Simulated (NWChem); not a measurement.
System: C2H2BClO; SMILES C#CB(O)Cl

Input file for NWChem:

```
start job
memory heap 200 mb stack 900 mb global 1100 mb
geometry units angstroms noautosym nocenter noautoz
  B     -0.389739    -0.091219     0.000000
  C      0.174180     1.334196     0.000000
  C      0.602627     2.472947     0.000000
  H      0.993105     3.475508     0.000000
  Cl     0.707077    -1.466816     0.000000
  O     -1.710089    -0.347787     0.000000
  H     -2.241342     0.456571     0.000000
end
basis spherical
  * library def2-svp
end
dft
  xc b3lyp
  iterations 150
  mulliken
end
task dft energy
esp
  recalculate
  probe 0.07
  range 0.3
  factor 1.0
  spacing 0.02
end
task esp
```

All runs use the structure optimised with PBE0/def2-SVP.

Atomic charges in e: unrestrained fits to the electrostatic potential beside Mulliken populations; buried atoms are poorly determined by the fit.

Atoms are numbered as in the input.

### Question
What results follow from this input? (B3LYP/def2-SVP.) Quantities: ESP B1; Mulliken B1; ESP C2; Mulliken C2; ESP C3; Mulliken C3; ESP Cl5; Mulliken Cl5; ESP O6; Mulliken O6; relative RMS misfit of the potential (%).

### Answer
ESP B1: 0.60
Mulliken B1: -0.08
ESP C2: -0.26
Mulliken C2: 0.11
ESP C3: -0.22
Mulliken C3: -0.12
ESP Cl5: -0.19
Mulliken Cl5: -0.07
ESP O6: -0.60
Mulliken O6: -0.06
relative RMS misfit of the potential (%): 24
